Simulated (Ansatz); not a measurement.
`C=[C](Cl)[AlH][CH3]` + `[SiH3]S` → `[CH3][AlH][S][SiH3]` + `C=CCl`  (ligand exchange at the Al–C bond)

Gas-phase electronic energies from Ansatz, PBE0-D4/def2-TZVP geometries. CBS: MP2 limit from def2 TZ/QZ plus the TZ coupled-cluster correction, frozen cores. This one scheme is used for every species. Functionals use def2-TZVPP. B3LYP here is the variant with VWN-RPA as its local correlation; programs differ in this. Each species was taken in one conformer, which may not be the lowest.

`C=[C](Cl)[AlH][CH3]`:

Z-matrix (Å, degrees):
```
C
Al 1 1.949
H 1 1.092 2 112.3
H 1 1.095 2 111.1 3 120.7
H 1 1.095 2 111.2 3 -120.8
C 2 1.958 1 117.1 3 179.1
H 2 1.584 1 124.2 3 -1.0
Cl 6 1.750 2 118.1 1 179.9
C 6 1.331 2 123.5 1 -0.1
H 9 1.086 6 119.4 2 -0.0
H 9 1.086 6 123.4 2 -180.0
```

`[SiH3]S`:

```xyz
6

Si   -0.093    0.504    0.125
S    -0.352   -1.341   -0.922
H    -0.348    0.348    1.580
H    -1.095    1.421   -0.468
H     1.273    1.054   -0.065
H     0.616   -1.987   -0.249
```

`[CH3][AlH][S][SiH3]`:

Cartesian coordinates in Å:
```
C 0.818 -1.394 0.543
Al -0.363 -0.231 1.562
S -1.307 1.516 0.636
Si -0.525 1.373 -1.344
H 1.277 -2.152 1.182
H 0.268 -1.913 -0.250
H 1.619 -0.832 0.054
H -0.737 -0.440 3.085
H -0.875 0.076 -1.979
H -1.128 2.477 -2.130
H 0.954 1.519 -1.359
```

`C=CCl`:

Cartesian coordinates in Å:
```
C 0.199 0.663 0.257
C -0.049 -0.580 -0.113
Cl -1.266 -1.006 -1.253
H -0.356 1.503 -0.140
H 0.981 0.857 0.980
H 0.491 -1.437 0.268
```

(1) Is it downhill or uphill in electronic energy at CCSD(T)/CBS, and by how much? (An estimate is asked.)

(2) What do these levels give: PBE-D4, B2PLYP, B3LYP, CCSD/def2-TZVPP, HF/CBS(def2), CCSD/CBS(def2)? (Estimate.)

Largest T1 diagnostic among the species: 0.011.

Results:

(1) Computed: Downhill: ΔE = -114.3 kJ/mol.

(2) Computed: PBE-D4 -113.9, B2PLYP -111.7, B3LYP -109.1, CCSD/def2-TZVPP -112.6, HF/CBS(def2) -113.3, CCSD/CBS(def2) -114.2 kJ/mol.

From PBE to PBE0 (25 % exact exchange), in def2-TZVPP and without D4, ΔE moves by −3.5 kJ/mol.
